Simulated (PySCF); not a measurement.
C4H9FO2S.
SMILES: `CS(=O)(=O)CCCF`

Vertical excitations from PySCF (density fitting, frozen core in the response, grid level 2 and gas phase unless stated; continuum runs use non-equilibrium linear response for the excitations) on a GFN2-xTB geometry. Reference run:

| settings | S1, eV (f) | S2, eV (f) | S3, eV (f) | S4, eV (f) | S5, eV (f) | S6, eV (f) | T1, eV (Tamm–Dancoff) | mean α (au) |
| --- | --- | --- | --- | --- | --- | --- | --- | --- |
| PBE0/def2-SVPD, full TDDFT, 6 singlets | 7.46 (0.005) | 7.88 (0.009) | 8.06 (0.090) | 8.32 (0.015) | 8.40 (0.083) | 8.43 (0.004) | 7.27 | 76.0 |

Q: What do these settings give: (1) PBE0/6-31G, damping 0.2 at the start, DIIS from the seventh cycle, fitting basis def2-qzvpp-jkfit, TDA, 6 singlets; (2) LDA/6-31G, IEF-PCM cyclohexane, fitting basis def2-universal-jkfit, TDA, 12 singlets?

A: 
```json
{"settings": "PBE0/6-31G, damping 0.2 at the start, DIIS from the seventh cycle, fitting basis def2-qzvpp-jkfit, TDA, 6 singlets", "S1, eV (f)": "8.01 (0.002)", "S2, eV (f)": "8.20 (0.124)", "S3, eV (f)": "8.37 (0.008)", "S4, eV (f)": "8.56 (0.151)", "S5, eV (f)": "8.60 (0.024)", "S6, eV (f)": "8.63 (0.026)", "T1, eV (Tamm–Dancoff)": "–", "mean α (au)": "63.3"}
{"settings": "LDA/6-31G, IEF-PCM cyclohexane, fitting basis def2-universal-jkfit, TDA, 12 singlets", "S1, eV (f)": "7.10 (0.035)", "S2, eV (f)": "7.25 (0.011)", "S3, eV (f)": "7.52 (0.032)", "S4, eV (f)": "7.61 (0.037)", "S5, eV (f)": "7.70 (0.006)", "S6, eV (f)": "7.83 (0.088)", "T1, eV (Tamm–Dancoff)": "–", "mean α (au)": "72.1"}
```

(1) S1 moves by +0.55 eV; basis and response scheme change together, so the shift can't be laid on one. (2) S1 moves by -0.36 eV; functional, basis, environment and response scheme change together, so the shift can't be laid on one. States are counted by energy in each run and needn't keep their character from row to row.

Q: Which orbital pairs make up S1 in each run, and how does it sit against the orbital gap?

A: 
```csv
settings,S1 configurations (weight),S1 (eV),orbital gap (eV),S1 − gap (eV)
"PBE0/def2-SVPD, full TDDFT, 6 singlets",H→L 0.95,7.46,8.57,-1.11
"PBE0/6-31G, damping 0.2 at the start, DIIS from the seventh cycle, fitting basis def2-qzvpp-jkfit, TDA, 6 singlets",H−1→L 0.91,8.01,9.25,-1.24
"LDA/6-31G, IEF-PCM cyclohexane, fitting basis def2-universal-jkfit, TDA, 12 singlets","H→L 0.54, H−1→L 0.28, H−2→L 0.16",7.10,6.79,+0.31
```

The structure is a single GFN2-xTB conformer; no vibrational corrections.

The values belong to the conformer `[CH3:1][S:2](=[O:3])(=[O:4])[CH2:5][CH2:6][CH2:7][F:8]`: C1–S2–C5–C6 -176°, S2–C5–C6–C7 -78°, C5–C6–C7–F8 -68°.
